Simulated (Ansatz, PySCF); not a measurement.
C₂H₈F₂Si₂, SMILES FC(C([SiH3])[SiH3])F. Atoms are numbered in the order given.

```xyz
14

F      0.7537     1.1616     1.2891
C      0.5299     1.2174    -0.0586
F     -0.4679     2.1318    -0.2565
C      0.1304    -0.1473    -0.5780
Si    -1.6785    -0.5886    -0.1447
Si     1.3355    -1.5059    -0.0012
H      1.4428     1.6206    -0.5312
H      0.1894    -0.1221    -1.6805
H     -1.9407    -0.3131     1.2927
H     -1.8566    -2.0479    -0.4006
H     -2.6378     0.1653    -0.9968
H      1.0208    -1.9405     1.3866
H      2.7359    -0.9938    -0.0542
H      1.2018    -2.6697    -0.9213
```

The structure is a stationary point at B3LYP-D3(BJ)/def2-SVP. This is a generated structure with no PubChem entry under its InChIKey; it may be hypothetical. Other conformers were not sampled.

Two levels are set side by side: PBE-D3(BJ)/def2-SVP (Ansatz, a program for electronic structure) and B3LYP-D3(BJ)/def2-SVP (Ansatz). Each level has its own optimised geometry; the coordinates shown are those of the second. Frequencies come from the Hessian of PySCF at each geometry. Differences are taken from unrounded values.

| quantity | B3LYP-D3(BJ) |
|---|---|
| mean bond length (Å) | 1.478 |
| bond F1–C2 (Å) | 1.367 |
| bond C2–F3 (Å) | 1.368 |
| bond C2–C4 (Å) | 1.514 |
| bond C4–Si5 (Å) | 1.912 |
| bond C4–Si6 (Å) | 1.905 |
| bond C2–H7 (Å) | 1.104 |
| bond C4–H8 (Å) | 1.104 |
| bond Si5–H9 (Å) | 1.487 |
| bond Si5–H10 (Å) | 1.492 |
| bond Si5–H11 (Å) | 1.488 |
| bond Si6–H12 (Å) | 1.488 |
| bond Si6–H13 (Å) | 1.492 |
| bond Si6–H14 (Å) | 1.490 |
| highest harmonic wavenumber (cm⁻¹) | 3066 |
| mean harmonic wavenumber (cm⁻¹) | 1110 |
| zero-point energy (kcal/mol) | 57.10 |

Problem. What does PBE-D3(BJ) give, and how far is it from B3LYP-D3(BJ)? (An estimate is asked for; the answer gives what the named calculation found.)

Solution. 
```json
[
 {"quantity": "mean bond length (Å)", "PBE-D3(BJ)": "1.488", "PBE-D3(BJ) minus B3LYP-D3(BJ)": "0.010"},
 {"quantity": "bond F1–C2 (Å)", "PBE-D3(BJ)": "1.376", "PBE-D3(BJ) minus B3LYP-D3(BJ)": "0.008"},
 {"quantity": "bond C2–F3 (Å)", "PBE-D3(BJ)": "1.377", "PBE-D3(BJ) minus B3LYP-D3(BJ)": "0.009"},
 {"quantity": "bond C2–C4 (Å)", "PBE-D3(BJ)": "1.517", "PBE-D3(BJ) minus B3LYP-D3(BJ)": "0.003"},
 {"quantity": "bond C4–Si5 (Å)", "PBE-D3(BJ)": "1.917", "PBE-D3(BJ) minus B3LYP-D3(BJ)": "0.005"},
 {"quantity": "bond C4–Si6 (Å)", "PBE-D3(BJ)": "1.911", "PBE-D3(BJ) minus B3LYP-D3(BJ)": "0.005"},
 {"quantity": "bond C2–H7 (Å)", "PBE-D3(BJ)": "1.115", "PBE-D3(BJ) minus B3LYP-D3(BJ)": "0.010"},
 {"quantity": "bond C4–H8 (Å)", "PBE-D3(BJ)": "1.112", "PBE-D3(BJ) minus B3LYP-D3(BJ)": "0.008"},
 {"quantity": "bond Si5–H9 (Å)", "PBE-D3(BJ)": "1.500", "PBE-D3(BJ) minus B3LYP-D3(BJ)": "0.013"},
 {"quantity": "bond Si5–H10 (Å)", "PBE-D3(BJ)": "1.505", "PBE-D3(BJ) minus B3LYP-D3(BJ)": "0.013"},
 {"quantity": "bond Si5–H11 (Å)", "PBE-D3(BJ)": "1.502", "PBE-D3(BJ) minus B3LYP-D3(BJ)": "0.013"},
 {"quantity": "bond Si6–H12 (Å)", "PBE-D3(BJ)": "1.501", "PBE-D3(BJ) minus B3LYP-D3(BJ)": "0.013"},
 {"quantity": "bond Si6–H13 (Å)", "PBE-D3(BJ)": "1.505", "PBE-D3(BJ) minus B3LYP-D3(BJ)": "0.013"},
 {"quantity": "bond Si6–H14 (Å)", "PBE-D3(BJ)": "1.503", "PBE-D3(BJ) minus B3LYP-D3(BJ)": "0.013"},
 {"quantity": "highest harmonic wavenumber (cm⁻¹)", "PBE-D3(BJ)": "3005", "PBE-D3(BJ) minus B3LYP-D3(BJ)": "-61"},
 {"quantity": "mean harmonic wavenumber (cm⁻¹)", "PBE-D3(BJ)": "1073", "PBE-D3(BJ) minus B3LYP-D3(BJ)": "-36"},
 {"quantity": "zero-point energy (kcal/mol)", "PBE-D3(BJ)": "55.24", "PBE-D3(BJ) minus B3LYP-D3(BJ)": "-1.86"}
]
```

GGA bonds tend to be longer and softer than those of functionals with exact exchange. Differences between two approximate levels are no errors against the true value.
